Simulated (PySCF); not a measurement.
trimethylsulfonium (C3H9S), SMILES [S+](C)(C)C, charge +1.

Geometry: PBE0-D3(BJ)/def2-SVP.

The numbers are results of PySCF with TDA-CAM-B3LYP/def2-SVPD, not measurements.

Vertical excitations; the highest root listed may be one member of a degenerate set. Isolated molecule, no solvent. State labels are in the subgroup Cs.

Computed lowest excited states:
```csv
state,symmetry,energy (eV),λ (nm),f,main pairs
S1,A",8.45,147,0.077,HOMO→LUMO+1 (degenerate set)
S2,A',8.45,147,0.077,HOMO→LUMO (degenerate set)
S3,A',8.98,138,0.005,"HOMO→LUMO+2 85 %, HOMO→LUMO+3 13 %"
S4,A',9.98,124,0.027,"HOMO→LUMO+3 71 %, HOMO→LUMO+2 13 %"
S5,A",10.05,123,0.000,"HOMO−2→LUMO 45 %, HOMO−1→LUMO+1 45 %"
S6,A',10.48,118,0.034,"HOMO→LUMO+5, HOMO−1→LUMO, HOMO−2→LUMO+1 (degenerate set)"
S7,A",10.48,118,0.034,"HOMO→LUMO+6, HOMO−2→LUMO, HOMO−1→LUMO+1 (degenerate set)"
S8,A',10.51,118,0.097,"HOMO→LUMO+4 29 %, HOMO−2→LUMO+1 28 %, HOMO−1→LUMO 28 %, HOMO→LUMO+3 9 %"
S9,A",10.53,118,0.046,"HOMO→LUMO+6, HOMO−1→LUMO+1, HOMO−2→LUMO (degenerate set)"
S10,A',10.53,118,0.046,"HOMO→LUMO+5, HOMO−1→LUMO, HOMO−2→LUMO+1 (degenerate set)"
T1,A",7.14,174,0,HOMO→LUMO+1 (degenerate set)
T2,A',7.14,174,0,HOMO→LUMO (degenerate set)
T3,A',8.49,146,0,"HOMO→LUMO+2 60 %, HOMO→LUMO+3 26 %"
T4,A',9.32,133,0,"HOMO−1→LUMO 29 %, HOMO−2→LUMO+1 29 %, HOMO→LUMO+2 18 %, HOMO→LUMO+3 5 %"
```
Triplets are in the Tamm–Dancoff approximation.
